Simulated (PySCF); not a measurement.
Exercise with solution: chemical shift, span and skew from a shielding tensor

triflate (CF₃O₃S), SMILES O=S(C(F)(F)F)([O-])=O, charge -1. Atoms are numbered in the order given.

```xyz
8

O      1.2483    -0.7207    -1.2406
S      0.0000     0.0000    -0.9236
O      0.0000     1.4414    -1.2406
O     -1.2483    -0.7207    -1.2406
C      0.0000     0.0000     0.9483
F      1.0782     0.6225     1.4393
F      0.0000    -1.2450     1.4393
F     -1.0782     0.6225     1.4393
```
Charge -1, spin multiplicity 1.

Geometry: PBE0-D3(BJ)/def2-SVPD.

GIAO shieldings from PySCF with B3LYP/pcSseg-1, non-relativistic, no solvent. The symmetric part of the tensor of F6 has the principal values 193.2, 258.9, 361.1 ppm. The same nucleus in CFCl3 has σ = 161.7 ppm at this level (PySCF, at its B3LYP-D3(BJ)/def2-TZVP geometry).

Question: Work out the isotropic shielding, the ¹⁹F shift against CFCl3, the span and the skew.

Answer: 
σ(iso) = (σ11 + σ22 + σ33)/3 = 271.1 ppm. δ = σ(ref) − σ(iso) = 161.7 − (271.1) = -109.4 ppm.
Span Ω = σ33 − σ11 = 167.9 ppm. Skew κ = 3(σ(iso) − σ22)/Ω = 0.22. Tumbling in solution averages the tensor to δ; in a static solid the shielding alone would spread this spin-1/2 line over Ω.
